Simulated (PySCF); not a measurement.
H6O3Si2, SMILES O[SiH]([SiH2]O)O.

Coordinates come from a ωB97X-D3(BJ)/def2-SVP optimisation. One conformer was computed; it need not be the lowest.

All values below come from SMD-M06-2X/6-31G* in PySCF.

Solvation free energies are E(SMD) − E(gas) at the gas-phase geometry, for 1 M in both phases. In vacuum the dipole moment is 1.42 D.

Computed solvation free energies in water, acetone, tetrahydrofuran:
| solvent | ΔG(solv) (kcal/mol) | its non-electrostatic (CDS) part | dipole (D) |
|---|---|---|---|
| water | -10.5 | 3.3 | 1.80 |
| acetone | -7.6 | -1.6 | 1.63 |
| tetrahydrofuran | -6.2 | -1.7 | 1.60 |
